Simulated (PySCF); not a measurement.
Computed shifts of a molecule C₄H₁₂O₃Si, PySCF with PBE0/pcSseg-1, GIAO, gas phase, equivalent atoms averaged, in ppm (number of nuclei): ¹³C: 33.4 (1), 30.4 (1), 18.7 (1), 18.3 (1). ²⁹Si: -27.3 (1). ¹H: 2.09 (1), 1.84 (1), 1.79 (1), 1.64 (2), 1.46 (2), 1.31 (3), 0.72 (1), 0.58 (1). References: ¹³C against TMS (σ = 186.3 ppm); ²⁹Si against TMS (σ = 352.7 ppm); ¹⁷O against H2O (σ = 334.2 ppm); ¹H against TMS (σ = 31.56 ppm), references at their B3LYP-D3(BJ)/def2-TZVP geometries, non-relativistic. Geometry: r2SCAN-D4/def2-SVP. The values are those of a single conformer.

Which molecule gave these data?
A. CCO[Si](O)(O)CC
B. CCCC[Si](O)(O)O
C. C[Si@](O)(CO)CCO
D. CC(C)O[Si](C)(O)O

B, CCCC[Si](O)(O)O
